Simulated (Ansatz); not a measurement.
Basis-set series for `[O]=[Nb]([OH])([OH])[Cl]`. Total charge 0; spin multiplicity 1. Nb: def2 effective core potential. Geometry: relaxed with PBE0-D4/def2-TZVP. It is one conformer, not always the lowest.

| functional | basis | functions | energy (Eh) | HOMO (eV) | LUMO (eV) |
| --- | --- | --- | --- | --- | --- |
| PBE0-D4 | def2-SVP | 101 | -743.57943 | -9.04 | -1.55 |
| PBE0-D4 | def2-QZVPP | 382 | -744.06414 | -9.18 | -1.68 |
| ωB97M-V | def2-SVP | 101 | -743.79630 | -11.27 | 0.64 |
| ωB97M-V | def2-QZVPP | 382 | -744.28402 | -11.46 | 0.28 |

(1) Give the rows for def2-TZVPP. (Estimate.)

Answers

(1) Ansatz gave: 
```json
{"functional": "PBE0-D4", "basis": "def2-TZVPP", "functions": "219", "energy (Eh)": "-744.03473", "HOMO (eV)": "-9.15", "LUMO (eV)": "-1.64"}
{"functional": "ωB97M-V", "basis": "def2-TZVPP", "functions": "219", "energy (Eh)": "-744.25584", "HOMO (eV)": "-11.42", "LUMO (eV)": "0.51"}
```

Positive LUMOs are unbound and depend on the basis.
